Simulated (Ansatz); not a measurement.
sulfur difluoride (F2S), singlet, geometry from GFN2-xTB; SVWN5/6-31G* run with Ansatz (a first-principles code).

The Ansatz input:
Ansatz 0.2 input:
```yaml
crystal:
  periodic: [false, false, false]
  atoms:
    - {symbol: F, position_ang: [-1.22261386, -0.51635383, -0.00299560]}
    - {symbol: S, position_ang: [-0.00426607, 0.57046599, -0.00656447]}
    - {symbol: F, position_ang: [1.23019799, -0.49780793, 0.01466578]}
basis:
  gaussian:
    orbitals: 6-31G*
hamiltonian:
  xc: {name: SVWN5}
scf: {lower_state_search: full}
```

It wrote (shortened):

```
Functional definition: SVWN5
466 factors; their error is unknown
mean field evaluation 1: about -16193.7734 eV, gradient 3.1e1 eV
mean field evaluation 2: about -16186.8307 eV, gradient 7.2e1 eV
mean field evaluation 4: about -16195.2323 eV, gradient 1.1e0 eV
mean field evaluation 8: about -16195.2063 eV, gradient 6.8e-3 eV
mean field -16195.20632092 eV, -595.1628547886 hartree, gradient 3.8e-5 eV, S^2 0.000000; 0 other end points of the search recorded, 0 dependent functions left out
reference -16195.20633763 eV, -595.1628554029 hartree; 17, 17 occupied and 32, 32 virtual orbitals, 466 factors
Total energy: -16195.20633763 eV, -595.1628554029 hartree
```
